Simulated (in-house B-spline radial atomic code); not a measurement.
Kr²⁹⁺. Computed with a B-spline radial atomic code. Model: all-electron spherical atom, spin shells full or empty, radial basis limit, no spin-orbit coupling: exact exchange with a local potential (Slater, KLI or optimised effective potential, whose far tail is KLI's), no correlation.

Exchange potential has not reached -1/r at the last radius.

The run also made RPA and GW results, which its time includes.

The Slater potential averages the orbital exchange potentials with the orbital densities as weights, KLI adds orbital constants, and the optimised effective potential minimises the exact-exchange energy among local potentials. So their energies lie above Hartree-Fock in the order OEP, KLI, Slater. All fall off as −1/r, unlike LDA and GGA exchange.

Command:
```bash
python run_gw.py task.json out
```
Settings (lengths in bohr, energies in hartree):
```
Z                      36
electrons              7
configuration          [He] 2s2 2p3
hamiltonian            nr
method                 slater
lmax                   9
spin_polarised         True
box_radius             3.12
intervals              63
```

Run time, properties included: 0.9 s on 1 thread of Intel(R) Xeon(R) 6975P-C (Granite Rapids), with other jobs on the host.

Given: hamiltonian non-relativistic; mean-field start Slater potential.

Computed: energy above Hartree-Fock 25.138 millihartree; virial ratio -E/T less 1 -0.004947.

```csv
radius (bohr),r times exchange potential up (hartree bohr),r times exchange potential down (hartree bohr)
0.00139,-0.051535,-0.05153
0.00164,-0.060764,-0.060756
0.00193,-0.071451,-0.071442
0.00227,-0.083941,-0.083929
0.00267,-0.098578,-0.098562
0.00315,-0.11605,-0.11603
0.00371,-0.13629,-0.13626
0.00437,-0.15992,-0.15988
0.00515,-0.18749,-0.18742
0.00607,-0.21945,-0.21935
0.00714,-0.25579,-0.25566
0.00842,-0.298,-0.2978
0.00991,-0.34524,-0.34495
0.0117,-0.39919,-0.39878
0.0138,-0.45842,-0.45784
0.0162,-0.52063,-0.51991
0.0191,-0.58811,-0.58734
0.0225,-0.65685,-0.65638
0.0265,-0.7242,-0.72498
0.0312,-0.78624,-0.79032
0.0368,-0.83869,-0.8502
0.0433,?,?
0.051,-0.89212,-0.93537
0.0601,-0.89666,-0.94564
0.0708,-0.91093,-0.90667
0.0834,-0.96118,-0.80526
0.0982,-1.0517,-0.71714
0.116,-1.1669,-0.72249
0.136,-1.2741,-0.78312
0.16,-1.3596,-0.8543
0.189,?,?
0.223,-1.4139,-0.95794
0.262,-1.387,-0.98211
0.309,-1.3406,-0.99398
0.364,-1.2894,-0.99843
0.429,-1.2416,-0.9997
0.505,-1.2009,-0.99996
```

(1) What belongs in the row 0.0433?

(2) What belongs in the row 0.189?

| occupied | level (hartree) | Hartree-Fock level (hartree) |
| --- | --- | --- |
| 1s up | -587.37 | -589.58 |
| 1s down | -587.38 | -588.05 |
| 2s up | ? | ? |
| 2s down | -126.88 | -126.45 |
| 2p up | -125.32 | -124.68 |

(3) What belongs in the row 2s up?

```tsv
empty	level (hartree)
2p down	-122.87
3s up	-54.724
3s down	-53.865
3p up	-53.412
3p down	-52.563
3d up	-51.811
3d down	-50.545
4s up	?
4s down	?
4p up	-29.516
4p down	-29.162
4d up	-28.881
4f up	-28.561
4d down	-28.387
```

(4) What belongs in the row 4s up?

(5) What belongs in the row 4s down?

## Answers

(1) r times exchange potential up (hartree bohr): -0.87479; r times exchange potential down (hartree bohr): -0.89982.

(2) r times exchange potential up (hartree bohr): -1.408; r times exchange potential down (hartree bohr): -0.91558.

(3) level (hartree): -129.41; Hartree-Fock level (hartree): -129.5.

(4) level (hartree): -30.069.

(5) level (hartree): -29.707.

The highest level, 2p up, differs from Hartree-Fock by -18 eV and the deepest, 1s down, by +18.1 eV: the Slater potential lacks the response part and is deeper than the optimised one throughout, so the top level comes too deep.
